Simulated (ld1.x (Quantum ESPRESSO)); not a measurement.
## germanium TM: all-electron and pseudo phase curves

- Element: Ge (Z = 32)
- Generator: ld1.x (Quantum ESPRESSO) 7.5
- Type: norm-conserving Troullier–Martins (Kleinman–Bylander form)
- Functional: LDA (PZ)
- Relativity: scalar-relativistic
- Frozen core: [Ne]
- Valence charge: 22
- Reference configuration: 3s2 3p6 3d10 4s2 4p2
- Partial waves: 3p (bound): rc 1.00 bohr; 3d (bound): rc 1.30 bohr; 3s (bound): rc 0.55 bohr
- Local potential: the s channel
- Core correction: a·sin(br)/r model core inside 0.40 bohr

Occupied shells without a wave of their own: 4p, 4s. They enter only through the test configuration that unscreens the potential, and ld1.x also counts them in the model core charge.

The phase is arctan(r·u′/u) with u = r·R(r), unwrapped; energies in Ry, scanned from -14 to 5 Ry. A pole is an energy at which the radial function vanishes at the test radius. The pseudo phase is shifted by a multiple of π to meet the all-electron one at the reference energy, and phase errors are pseudo minus all-electron; the curves can meet again beyond the range given. Levels narrower than the energy grid can be missing from the lists of poles.

**Question.** For each channel, where are the poles, and over which energies does the pseudopotential scatter like the atom?

**Answer.**

| channel | radius (bohr) | reference energy (Ry) | poles, all-electron | poles, pseudo | unbroken range about the reference energy with phases within 0.05 rad | phase error 1 Ry above the reference energy (rad) |
| --- | --- | --- | --- | --- | --- | --- |
| s | 1.41 | -12.33 | -12.08 | -12.08 | the whole range | -0.000 |
| p | 1.41 | -8.48 | -8.11 | -8.11 | the whole range | -0.000 |
| d | 1.41 | -2.17 | -1.44 | -1.43 | below 3.1 | +0.004 |

ld1.x takes every shell without a wave as core, so the model core holds the 4p, 4s electrons as well and exchange and correlation see them twice. This cancels in the reference configuration, but the file is broken for other ones, and its errors say nothing about a proper core correction.

Phases in the s channel:

```
E (Ry)  all-electron  pseudo
-14.00         1.295   1.295
-13.52         1.255   1.255
-13.04         1.148   1.147
-12.56        -0.112  -0.119
-12.08        -1.571  -1.572
-11.60        -1.687  -1.687
-11.12        -1.730  -1.730
-10.64        -1.754  -1.754
-10.16        -1.772  -1.772
 -9.68        -1.786  -1.786
 -9.20        -1.799  -1.800
 -8.72        -1.812  -1.812
 -8.24        -1.824  -1.824
 -7.76        -1.837  -1.837
 -7.28        -1.850  -1.850
 -6.80        -1.864  -1.864
 -6.32        -1.879  -1.880
 -5.84        -1.896  -1.897
 -5.36        -1.915  -1.916
 -4.88        -1.937  -1.938
 -4.40        -1.961  -1.962
 -3.92        -1.990  -1.991
 -3.44        -2.024  -2.026
 -2.96        -2.064  -2.067
 -2.48        -2.114  -2.118
 -2.00        -2.176  -2.181
 -1.52        -2.255  -2.263
 -1.04        -2.359  -2.370
 -0.56        -2.497  -2.513
 -0.08        -2.682  -2.704
  0.40        -2.922  -2.953
  0.88        -3.208  -3.245
  1.36        -3.502  -3.540
  1.84        -3.759  -3.793
  2.32        -3.962  -3.990
  2.80        -4.114  -4.137
  3.28        -4.228  -4.247
  3.76        -4.314  -4.330
  4.24        -4.382  -4.395
  4.72        -4.435  -4.447
```
